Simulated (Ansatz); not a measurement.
C3H7GeN can be A, `C[CH]([GeH3])C#N`, or B, `C=[C]1[CH2][GeH]1[NH2]`.

Calculated with Ansatz (gas phase, PBE0-D4/def2-TZVP geometries, no zero-point term in ΔE). CBS: MP2 limit from def2 TZ/QZ plus the TZ coupled-cluster correction, frozen cores. DFT in def2-TZVPP. B3LYP here is the variant with VWN-RPA as its local correlation; programs differ in this. For Ge outer-core shells are correlated without core-valence functions, which leaves a few kJ/mol of doubt a bond. Scalar relativity is left out up to krypton. Each species was taken in one conformer, which may not be the lowest.

A:

```xyz
12

C     1.407    0.067   -0.443
C    -0.104    0.300   -0.488
Ge   -0.933    0.083    1.308
C    -0.766   -0.591   -1.413
N    -1.295   -1.325   -2.127
H     1.855    0.214   -1.428
H     1.876    0.764    0.254
H     1.638   -0.949   -0.118
H    -0.320    1.327   -0.801
H    -2.438    0.357    1.219
H    -0.255    1.098    2.243
H    -0.664   -1.347    1.794
```

B:

```xyz
12

C     1.410   -0.491   -1.561
C     0.780   -0.177   -0.446
C     0.761    0.987    0.513
Ge   -0.506   -0.465    0.921
N    -2.286   -0.390    0.496
H     2.153    0.175   -1.999
H     1.215   -1.422   -2.084
H     0.388    1.934    0.125
H     1.636    1.110    1.149
H    -0.245   -1.379    2.113
H    -2.453    0.026   -0.410
H    -2.854    0.091    1.182
```

(1) Which is lower in electronic energy at CCSD(T)/CBS, and by how much? (Estimate.)

(2) Give E(B) − E(A) in kcal/mol with HF/def2-TZVPP, PBE0-D4, B2PLYP, B3LYP, B3LYP-D4, CCSD(T)/def2-TZVPP, PBE-D4. (Estimate.)

Largest T1 diagnostic: 0.012.

Answers

(1) The calculation gave: A, by 29.7 kcal/mol.

(2) The calculation gave: HF/def2-TZVPP 40.5, PBE0-D4 27.1, B2PLYP 32.5, B3LYP 31.0, B3LYP-D4 31.2, CCSD(T)/def2-TZVPP 32.6, PBE-D4 26.3. None reverses the order clearly.

From PBE to PBE0 (25 % exact exchange), in def2-TZVPP and without D4, E(B) − E(A) moves by +0.9 kcal/mol. In def2-TZVPP, CCSD(T) changes the Hartree–Fock value by −7.9 kcal/mol (the triples alone add −1.1 kcal/mol) and MP2 by −7.8 kcal/mol.
